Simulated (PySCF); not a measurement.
CH₇ClO₂Si₂, SMILES C[Si@@H](O)[Si@H](O)Cl. Atoms are numbered in the order given.

```xyz
13

C     -2.6154    -0.9318     0.8729
Si    -1.3777     0.0683    -0.1150
O     -1.2233     1.6456     0.4779
Si     0.8636    -0.4975     0.2557
O      1.3211     0.6494     1.3638
Cl     1.9125    -0.3097    -1.5323
H     -3.6334    -0.5201     0.7843
H     -2.3427    -0.9517     1.9391
H     -2.6420    -1.9709     0.5064
H     -1.7898     0.0935    -1.5542
H     -1.9395     2.2686     0.3233
H      1.2018    -1.8379     0.8005
H      0.7388     1.4236     1.3094
```
Charge 0, spin multiplicity 1.

Geometry optimised at PBE0-D3(BJ)/def2-SVP. The structure was generated by enumeration; whether it is a known compound was not checked. Other conformers were not sampled.

Two levels are set side by side: PBE/pcSseg-1 (PySCF) and PBE0/pcSseg-1 (PySCF). GIAO shifts against H2O (¹⁷O), HCl (³⁵Cl), TMS (²⁹Si), TMS (¹H), TMS (¹³C) at the same level; non-relativistic, no solvent, atoms listed together averaged. Without spin–orbit terms, shifts of atoms bonded to Cl or Br come out too high at both levels. Differences are taken from unrounded values.

```
quantity              PBE0
--------------------  ----
δ(¹³C) of C1 (ppm)     3.0
δ(²⁹Si) of Si2 (ppm)   0.3
δ(¹⁷O) of O3 (ppm)    15.6
δ(²⁹Si) of Si4 (ppm)   4.1
δ(¹⁷O) of O5 (ppm)    62.9
δ(³⁵Cl) of Cl6 (ppm)  72.4
δ(¹H) of H10 (ppm)    5.38
δ(¹H) of H11 (ppm)    1.21
δ(¹H) of H12 (ppm)    5.78
δ(¹H) of H13 (ppm)    4.33
```

Task: What does PBE give, and how far is it from PBE0? (Estimate from the structure and the level; the computed values follow.)

Result: 
```tsv
quantity	PBE	PBE minus PBE0
δ(¹³C) of C1 (ppm)	3.6	0.5
δ(²⁹Si) of Si2 (ppm)	0.1	-0.2
δ(¹⁷O) of O3 (ppm)	23.0	7.4
δ(²⁹Si) of Si4 (ppm)	4.3	0.1
δ(¹⁷O) of O5 (ppm)	74.5	11.5
δ(³⁵Cl) of Cl6 (ppm)	97.6	25.2
δ(¹H) of H10 (ppm)	5.60	0.23
δ(¹H) of H11 (ppm)	1.02	-0.19
δ(¹H) of H12 (ppm)	6.04	0.26
δ(¹H) of H13 (ppm)	4.31	-0.03
```

Rough cost on one machine, each run with all the roots and properties that it gave: PBE0 against PBE within a factor of 2.
